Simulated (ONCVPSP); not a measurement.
manganese (Mn): excitation energies, all-electron against ONCV

* Element: Mn
* Generator: ONCVPSP 4.0.1
* Type: optimised norm-conserving Vanderbilt (ONCV)
* Functional: PBE
* Relativity: scalar-relativistic
* Frozen core: [Ne] 3s2
* Valence charge: 13
* Reference configuration: 3p6 3d5 4s2
* Partial waves: 4s: rc 2.30 bohr, ncon 4, nbas 7, qcut 3.2 1/bohr, 2 projectors, debl 1.7 Ha; 3p: rc 1.10 bohr, ncon 4, nbas 7, qcut 10.3 1/bohr, 2 projectors, debl 2.2 Ha; 3d: rc 1.70 bohr, ncon 4, nbas 9, qcut 7.9 1/bohr, 1 projector
* Local potential: polynomial inside 0.85 bohr (lpopt 5, dvloc0 0 Ha)
* Core correction: none

Energies are relative to the spin-unpolarised reference configuration 3p6 3d5 4s2; without spin polarisation the order of configurations can differ from experiment.

(1) Give the all-electron excitation energy and the error of the potential for: 3p6 3d5 4s1; 3p6 3d5 4s0; 3p6 3d4 4s0; 3p6 3d5 4s1.5.

Levels in the configuration 3p6 3d5 4s1.5:

```csv
level,all-electron (eV),pseudo (eV)
3p,-58.523,-58.490
3d,-10.662,-10.653
4s,-8.380,-8.382
```

Note: ghosts flagged at negative energy: s at -170.9 eV; no localised positive-energy state flagged. A true bound ghost makes a file unfit for plane-wave use.

Results:

(1)

```csv
valence configuration,charge,ΔE all-electron (eV),error AE − PS (meV)
3p6 3d5 4s1,+1,8.416,-2.7
3p6 3d5 4s0,+2,24.015,-6.9
3p6 3d4 4s0,+3,56.534,+149
3p6 3d5 4s1.5,+0.5,3.361,-0.8
```
